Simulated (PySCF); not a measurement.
Fill in the blanks.

Species: BF₂H₆NSi₂.
SMILES: `FB(F)[SiH2]N[SiH3]`

Conformer (atom-mapped SMILES and torsion angles): `[F:1][B:2]([F:3])[SiH2:4][NH:5][SiH3:6]`: F1–B2–Si4–N5 -22°, B2–Si4–N5–Si6 -32°.

```csv
property,level,value
point group,PBE0-D3(BJ)/def2-SVP,C1
"rotational constants A, B, C",PBE0-D3(BJ)/def2-SVP,?
dipole moment,PBE0/def2-SVPD,1.86 D
HOMO energy,PBE0/def2-SVPD,-7.59 eV
LUMO energy,PBE0/def2-SVPD,-1.27 eV
lowest singlet excitation,TDDFT PBE0/def2-SVPD,"5.13 eV (242 nm, f = 0.007)"
strongest line among the 10 lowest singlet transitions,TDDFT PBE0/def2-SVPD,"S3 at 6.54 eV (190 nm, f = 0.044)"
lowest triplet excitation (Tamm–Dancoff),TDA PBE0/def2-SVPD,?
static isotropic polarisability,PBE0/def2-SVPD,75.9 au
vertical ionisation energy,ΔSCF PBE0/def2-SVPD,9.49 eV
electronic spatial extent ⟨r²⟩ about the centre of nuclear charge,PBE0/def2-SVPD,1082 bohr²
1H chemical shifts (computed TMS as zero) by class,GIAO PBE0/pcSseg-1,?
"isotropic shieldings of nuclei other than C and H, by class",GIAO PBE0/pcSseg-1,"69 (1 B), 280 (1 N), 196 (2 F), 398 (1 Si), 410 (1 Si) ppm"
```

Gas-phase values; electronic properties from PySCF, density fitting. Geometry: PBE0-D3(BJ)/def2-SVP, one conformer, isolated molecule. NMR classes are plain means over equivalent atoms (diastereotopic ones count apart unless rotation or inversion swaps them), as if these changed places fast; in this geometry the members of some classes differ.

(1) The 1H chemical shifts (computed TMS as zero) by class?

(2) What is the lowest triplet excitation (Tamm–Dancoff)?

(3) What are the rotational constants A, B, C?

Results:

(1) 4.73 (2 H), 4.68 (3 H), -0.90 (1 H) ppm.

(2) 4.64 eV.

(3) 3.359, 1.336, 1.037 GHz.

The dipole equals about 6.2 × 10⁻³⁰ C·m (1 D = 3.33564 × 10⁻³⁰ C·m). The ΔSCF ionisation energy exceeds −ε(HOMO) by 1.90 eV with PBE0. A dipole of 1.86 D is allowed in C1, and pure rotational transitions are dipole-allowed.
